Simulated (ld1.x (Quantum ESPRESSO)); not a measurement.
What one change does to a pseudopotential (Sb, TM)

```
Element                 : antimony (Sb)
Generator               : ld1.x (Quantum ESPRESSO) 7.5
Type                    : norm-conserving Troullier–Martins (Kleinman–Bylander form)
Functional              : Wu–Cohen
Relativity              : scalar-relativistic
Frozen core             : [Kr] 4d10
Valence charge          : 5
Reference configuration : 5s2 5p2.5 (charge +0.5)
Partial waves           : 5s (bound): rc 1.95 bohr; 5p (bound): rc 2.35 bohr
Local potential         : all-electron potential smoothed inside 1.60 bohr (lloc = -1)
Core correction         : none
```

Change: wave 5p (bound): rc 2.35 bohr becomes 5p (bound): rc 3.54 bohr.

Cutoffs: the cutoffs (Ry, on a coarse ladder) from which the occupation-weighted sum of valence levels, in a spherical-Bessel basis at the reference potential, stays within 10 and 1 mRy of its value at 400 Ry; they do not see the model core or the augmentation charge, which bear on the density cutoff. Errors are all-electron minus pseudo energies relative to the spin-unpolarised reference configuration.

Question: What does the change do?

Answer: The potential gets neither clearly harder nor softer (25 Ry and 35 Ry → 25 Ry and 35 Ry); both files keep a bound ghost (d, s); of the 7 tests that both files solve, the error grows in 6 and shrinks in 0 by more than 15 % and 0.3 meV (median size 14.7 → 46.3 meV). More of the atom is replaced by a form fitted at one configuration, so other configurations suffer.

| quantity | base | changed |
| --- | --- | --- |
| cutoff, loose | 25 Ry | 25 Ry |
| cutoff, tight | 35 Ry | 35 Ry |
| bound ghosts | s, d | s, d |
| error for 5s2 5p3, meV [ΔE -3.28 eV] | +0.9 | +1.0 |
| error for 5s2 5p2, meV [ΔE 5.08 eV] | -1.5 | -2.1 |
| error for 5s2 5p1, meV [ΔE 21.12 eV] | -13 | -33 |
| error for 5s1 5p0, meV [ΔE 89.97 eV] | +45 | -203 |
| error for 5s1 5p3, meV [ΔE 13.86 eV] | +15 | +46 |
| error for 5s2 5p0, meV [ΔE 45.59 eV] | -60 | -191 |
| error for 5s0 5p5, meV [ΔE 13.24 eV] | +31 | +94 |

 A true bound ghost makes a file unfit for plane-wave use even where its test errors are small: the radial tests pick states by their node count and pass the ghost by.
